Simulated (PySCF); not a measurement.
Compound: C6H12Se.
Cartesian coordinates in Å at the PBE0-D3(BJ)/def2-SVP level; atoms count from 1:
```xyz
19
C6H12Se angstrom
C     -1.8558    0.6636    0.8036
C     -0.9708   -0.4302    0.2214
C     -1.7032   -1.2359   -0.8490
C      0.3135    0.1428   -0.3463
C      1.4271   -0.8347   -0.7475
C      2.6460   -0.0408   -0.2719
Se     1.5333    1.0607    0.9320
H     -1.3287    1.2265    1.5908
H     -2.1629    1.3805    0.0240
H     -2.7690    0.2419    1.2504
H     -0.6838   -1.1145    1.0408
H     -1.9869   -0.5938   -1.6992
H     -1.0813   -2.0555   -1.2404
H     -2.6256   -1.6807   -0.4452
H      0.0835    0.8532   -1.1588
H      1.4397   -1.1157   -1.8137
H      1.3255   -1.7594   -0.1570
H      3.0941    0.5897   -1.0528
H      3.4351   -0.6119    0.2351
```

Level: B3LYP/def2-SVPD in PySCF, non-relativistic, on one gas-phase PBE0-D3(BJ)/def2-SVP geometry that isn't relaxed in the solvent. The solvent is an IEF-PCM continuum (cavity from Bondi-type radii × 1.2). The model holds no explicit solvent molecules, cavitation or dispersion. Spin–orbit coupling is left out although an atom past zinc is present.

Gas phase at B3LYP/def2-SVPD: HOMO -5.79 eV, LUMO -0.72 eV, dipole 1.89 D.

What does the continuum do to the energy, the frontier levels and the dipole at B3LYP/def2-SVPD in chloroform and acetonitrile?

```csv
solvent,ε,E(solvent) − E(gas) (kcal/mol),polarisation term (kcal/mol),distortion of the solute (kcal/mol),HOMO (eV),LUMO (eV),dipole (D)
chloroform,4.711,-2.09,-2.40,0.31,-5.87,-0.69,2.54
acetonitrile,35.69,-2.93,-3.59,0.66,-5.93,-0.71,2.85
```

The first energy column is the sum of the next two and covers electrostatics alone. From chloroform to acetonitrile the lowering changes by a factor 1.41, Onsager's factor (ε − 1)/(2ε + 1) by 1.35 and ε itself by 7.6.

Which radius a makes the point-dipole formula ΔE = −[(ε − 1)/(2ε + 1)]·μ²/a³ give the value in acetonitrile, with the gas-phase dipole?

μ = 0.743 au and |ΔE| = 0.00467 Eh give a = 2.03 Å; the farthest nucleus lies 3.57 Å from the centroid of the nuclei, so such a sphere wouldn't even hold the nuclei. The formula assumes a rigid point dipole at the centre of a sphere.

Give the dipole vector in the frame of the coordinates (D, pointing from negative to positive charge), gas and acetonitrile.

Gas (-0.37, -1.28, -1.34), solvent (-0.49, -1.88, -2.08). Its length changes by +51 % and its direction by 2°.

How does the static polarisability (B3LYP/def2-SVPD, frozen core, with the continuum's full static response) change?

```csv
medium,isotropic (au),principal values (au),⟨r²⟩ of the electrons (bohr²)
gas,100.6,"83.2, 104.3, 114.4",1283.7
chloroform,129.0,"110.1, 133.4, 143.4",1283.4
acetonitrile,143.8,"127.7, 145.9, 157.7",1283.3
```

The isotropic value in acetonitrile is 1.43 times the gas-phase one; no cavity-field correction is applied. ⟨r²⟩ is taken about the centre of nuclear charge.
